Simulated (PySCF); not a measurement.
H₂O₃S, SMILES O=S(O)O. The structure is a stationary point at PBE-D3(BJ)/def2-SVP. Other conformers were not sampled.

Level of theory: PBE-D3(BJ)/def2-SVP run with PySCF.

Harmonic wavenumbers (cm⁻¹): 158, 294, 414, 416, 450, 713, 714, 1028, 1059, 1196, 3572, 3575. Rotational constants (GHz): 8.151, 7.328, 4.628; symmetry number 1.

### Question
Work out the zero-point energy and the ideal-gas rigid-rotor harmonic-oscillator thermochemistry at 298.15 K and 1 atm.

### Answer
ZPE = ½ Σ hcν = ½ × 13589 cm⁻¹ = 81.28 kJ/mol. H − E(el) = 96.99 kJ/mol. Entropy in J/(mol K): translation 163.72, rotation 102.79, vibration 31.04, total 297.55. G − E(el) = 8.27 kJ/mol. Cp = 76.32 J/(mol K).
